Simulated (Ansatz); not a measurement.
Mulliken charges of AlBrH3NSi (`Br[SiH]1[NH][AlH]1`) from ωB97M-V/def2-TZVPP in Ansatz (PBE0-D4/def2-TZVP geometry).

```
atom   x (Å)   y (Å)   z (Å)  charge (e)
 Br1  -1.623  -2.028   1.090      -0.232
 Si2  -0.884  -0.025   0.396       0.272
  N3   0.849   0.141   0.313      -0.331
 Al4   0.473   0.318  -1.421       0.298
  H5  -1.595   0.916   1.300      -0.031
  H6   1.555   0.094   1.033       0.085
  H7   1.287   0.517  -2.756      -0.061
```

By hand: the dipole of these point charges (1 e Å = 4.8032 D).

Σ q r = (0.099, 0.460, -0.457) e Å, of length 0.656 e Å = 3.15 D.

How does the dipole of the full density compare? (An estimate is asked.)

Computed: (0.394, 0.350, -0.284) e Å, 2.88 D; the point charges give 1.09 times that, at 33° from its direction.

Point charges leave out the atoms' own dipoles, such as those of lone pairs, and Mulliken's split depends on the basis, so the two needn't agree.
